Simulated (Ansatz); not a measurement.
Born–Oppenheimer molecular dynamics of GaH$_{4}$NO (7 atoms, charge 0, multiplicity 1). It starts at the highest image of a converged band, a first-order saddle point between two minima.

Theory: RKS revPBE-D4/def2-SVP (Ansatz).

- ensemble: NVE (velocity Verlet)
- time step: 0.5 fs
- steps asked: 200
- starting velocities drawn for: 100 K
- seed: 10322

First frame:

```xyz
7
Properties=species:S:1:pos:R:3
Ga -0.230 -0.705 0.937
N 0.213 0.705 -0.509
O -0.422 -1.656 -0.518
H -0.062 -0.413 -0.990
H -0.229 -0.453 2.470
H 1.170 1.053 -0.658
H -0.440 1.468 -0.732
```

Problem. How far do the bonds stretch over the last three quarters of this one trajectory? (Pairs bonded in most of those frames.)

Solution. 
```tsv
bond	mean (Å)	spread (Å)	shortest	longest
Ga1–N2	1.925	0.059	1.84	2.04
Ga1–O3	1.846	0.059	1.75	1.93
Ga1–H5	1.584	0.035	1.52	1.65
N2–H6	1.031	0.009	1.01	1.05
N2–H7	1.033	0.011	1.01	1.05
O3–H4	1.001	0.074	0.88	1.11
```

Mean temperature of the second half: 1253 K. The conserved energy stayed within 0.84 meV per atom of its start (net change -0.24 meV per atom), so the integration is sound. The system heated up, since it started high on the potential surface and ran downhill. A run of 0.1 ps of so small a system gives no equilibrium averages. The orbitals stay closed-shell, which can raise the energy where a bond breaks towards radicals; this wasn't checked here.

Time of the run: 110 s on 2 threads of Intel(R) Xeon(R) Platinum 8488C (Sapphire Rapids) (shared host), peak memory 0.12 GiB.
